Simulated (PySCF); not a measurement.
## C₆ coefficients of unlike pairs at UHF

Calculated with PySCF 2.14 from the dipole response of each species, C₆(A,B) = (3/π) ∫ α_A(iu) α_B(iu) du, in atomic units, from isotropic polarisabilities. For ions this is the dispersion term alone; charge-induced terms of lower order in 1/R come first.

```tsv
species	configuration	basis	relativity	α (bohr³)	C₆ (like pair)
Mg²⁺	[Ne] (1S)	aug-cc-pVTZ-DK (6s5p3d2f)	spin-free X2C	0.2507	0.1267
Kr³⁺	[Ar] 3d10 4s2 4p3 (4S)	x2c-TZVPPall with one added diffuse shell each of s, p, d type (7s6p5d1f)	spin-free X2C	5.599	21.62
Ru²⁺	[Kr] 4d6 (5D)	x2c-TZVPPall with one added diffuse shell each of s, p, d, f type (9s7p7d3f1g)	spin-free X2C	7.418	39.17
```

Estimate C₆ for Kr³⁺ with Mg²⁺.

The integral gives 1.464. The combination rule 2 C_A C_B / (C_A α_B/α_A + C_B α_A/α_B) gives 1.443 and the geometric mean 1.656.

No spin-orbit coupling is included.

The other pairs:

```
      pair     C₆
Ru²⁺, Kr³⁺  28.97
Ru²⁺, Mg²⁺  2.054
```
